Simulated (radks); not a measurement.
The tin anion Sn- inside a hard spherical wall (all orbitals vanish at R), configuration held at [Kr] 4d10 5s2 5p3 and not refilled when levels cross. Method: scalar-relativistic Kohn-Sham, LDA (Slater exchange, Perdew-Wang correlation), spin-polarised, spherical densities, point nucleus; open shells are filled with parallel spins first (spin-orbit coupling, left out, can overturn this in heavy ions); computed with a radial shooting solver on a logarithmic mesh with Libxc functionals. Eigenvalues in eV for spin up, with the zero of energy where the potential of the charges vanishes at infinity; a dash marks a level that is unbound or too diffuse for the functional's potential to be trusted. A positive occupied level is held by the wall or, in an anion where self-interaction has pushed it up, behind a barrier. The pressure on the wall is -dE/dV.

R (bohr)  E (hartree)  kinetic (hartree)    e(4p)    e(4d)   e(5s)   e(5p)  e(6s, empty)  e(5d, empty)  pressure (GPa)
8         -6171.91484           6442.484  -81.983  -18.402  -4.298   2.041         6.458         7.544           0.677
4         -6171.02467           6445.730  -71.428   -8.241   4.911  13.787        43.452        28.630             156
3.5       -6170.24885           6448.393  -66.681   -3.763  10.419  20.859        64.372        39.613             419
2.5       -6164.36299           6468.287  -45.159   17.124  44.168  62.034        172.85        95.596            4990
2         -6151.93800           6508.847  -16.987   46.929  104.61  131.12        330.82        177.01           25100
1.5       -6105.16201           6648.523   56.040   129.01  297.15  336.86        750.46        394.20          188000
